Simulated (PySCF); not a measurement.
MoF₆, SMILES [F][Mo]([F])([F])([F])([F])[F], multiplicity 1.

Geometry: B3LYP-D3(BJ)/def2-SVP. The spin state was assumed, not searched. The isomer is the one that the SMILES or the coordinates give; other isomers of the formula were not compared. The def2 effective core potentials stand for the cores of Mo; spin–orbit coupling is left out.

These are B3LYP/def2-TZVP (PySCF) values and carry that method's errors.

Symmetry labels are those of the subgroup D2h that the program uses (full group Oh).

Q: List the valence orbital energies around the gap with their symmetry. (An estimate is asked for; the answer gives what the named calculation found.)

A: 
| orbital | symmetry | energy (eV) |
|---|---|---|
| HOMO−7 | B2u | -13.14 |
| HOMO−6 | B3u | -13.14 |
| HOMO−5 | B1u | -13.13 |
| HOMO−4 | B2u | -13.13 |
| HOMO−3 | B3u | -13.13 |
| HOMO−2 | B1g | -12.50 |
| HOMO−1 | B2g | -12.50 |
| HOMO | B3g | -12.50 |
| LUMO | B1g | -6.06 |
| LUMO+1 | B2g | -6.06 |
| LUMO+2 | B3g | -6.06 |
| LUMO+3 | Ag | -1.10 |
